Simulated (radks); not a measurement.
Task: Neutral scandium, 21 electrons, occupied as [Ar] 3d0.5 4s2 4p0.5 (fractional occupations, a model configuration). Calculated with a radial shooting solver on a logarithmic mesh with Libxc functionals: scalar-relativistic Kohn-Sham, revPBE, spin-polarised, spherical densities, point nucleus; open shells are filled with parallel spins first. Some entries of the table are withheld. Estimate them.

orbital  occ.  eigenvalue (hartree)  <r> (bohr)
1s up       1             -161.7224     0.07303
1s down     1             -161.7223     0.07303
2s up       1             -17.55873      0.3434
2s down     1             -17.55417      0.3433
2p up       3             -14.38805      0.3077
2p down     3             -14.38434      0.3076
3s up       1              -2.13850       1.069
3s down     1              -2.12168       1.069
3p up       3              -1.34509         (1)
3p down     3              -1.32825         (2)
3d up     0.5              -0.20382       1.666
4s up       1              -0.18990       3.544
3d down     0              -0.18711       1.669
4s down     1              -0.17407       3.565
4p up     0.5              -0.07913       4.626
4p down     0              -0.06504       4.746

Result: 
(1) 3p up <r> (bohr): 1.156
(2) 3p down <r> (bohr): 1.156
